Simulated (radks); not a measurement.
Excited configurations of neutral thulium: one electron is placed in a higher orbital outside [Xe] 4f13 6s1. The ground configuration is [Xe] 4f13 6s2. Calculated with a radial shooting solver on a logarithmic mesh with Libxc functionals: Dirac Kohn-Sham, BLYP, spin-unpolarised, spherical densities, point nucleus; open shells fill j = l - 1/2 first. Excitation = E - E(ground); binding = E(ion) - E, where the ion is the core of charge +1; n* = 1/sqrt(2 binding) in atomic units, and the quantum defect is n - n*.

outer orbital  excitation (eV)  binding (eV)  quantum defect  eigenvalue (eV)  <r> (bohr)
5d3/2                    3.018         3.411           3.003           -0.701       4.065
6p1/2                    2.713         3.715           4.086           -1.734       5.318
6d3/2                    5.067         1.361           2.839           -0.585       12.03
7s1/2                    4.310         2.119           4.466           -1.173       9.822

The Delta-SCF ionisation energy is 6.428 eV (NIST Atomic Spectra Database: 6.184 eV, measured). Self-interaction in the functional shifts the binding energies and quantum defects, so they are the method's values and not measured ones. Spin polarisation and multiplet splitting are left out, so open shells lie too high by an amount that depends on their filling.

Beside tabulated values, note that spin-unpolarised runs miss the spin-polarisation part of the exchange energy of open shells.
